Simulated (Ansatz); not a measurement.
H3AlGe, SMILES `[AlH2][GeH]` (singlet; the order of the spin states depends on the level) (charge 0, multiplicity 1). This singlet lies 0.24 eV below the relaxed triplet at the level composite: frozen-core CCSD(T) with HF/cc-pVQZ and the correlation energy extrapolated as X^-3 from cc-pVTZ and cc-pVQZ, plus CCSDT(Q) minus CCSD(T) in cc-pVDZ // PBE0-D3(BJ)/def2-TZVP (Ansatz, a quantum-chemistry and plane-wave program); other levels give the other order.

Method: HSE06/cc-pVTZ // PBE0-D3(BJ)/def2-TZVP run with Ansatz.

Ansatz 0.2 input:
```yaml
crystal:
  periodic: [false, false, false]
  atoms:
    - { symbol: Al, position_ang: [-0.672146, 0.129168, 0.118875] }
    - { symbol: Ge, position_ang: [1.602992, -0.597148, 0.913558] }
    - { symbol: H, position_ang: [-1.698135, -0.925085, -0.503859] }
    - { symbol: H, position_ang: [-1.087284, 1.671745, 0.121594] }
    - { symbol: H, position_ang: [1.854572, -0.278679, -0.650169] }
basis:
  gaussian: { orbitals: cc-pVTZ }
hamiltonian:
  xc: hse06
```

Output:

```
Functional definition: HSE06
879 factors; their error is unknown
79 factors; integrals over basis functions are off by at most 1.3e-6 eV
mean field evaluation 1: about -63151.9717 eV, gradient 1.5e1 eV
mean field evaluation 2: about -63152.3019 eV, gradient 1.1e1 eV
mean field evaluation 4: about -63152.7580 eV, gradient 4.5e-1 eV
mean field evaluation 8: about -63152.9854 eV, gradient 3.4e-1 eV
mean field -63152.98549966 eV, -2320.8294104815 hartree, gradient 5.5e-5 eV, S^2 0.000000; 0 other end points of the search recorded, 0 dependent functions left out
reference -63152.98554132 eV, -2320.8294120124 hartree; 24, 24 occupied and 95, 95 virtual orbitals, 879 factors
Total energy: -63152.98554132 eV, -2320.8294120124 hartree
```
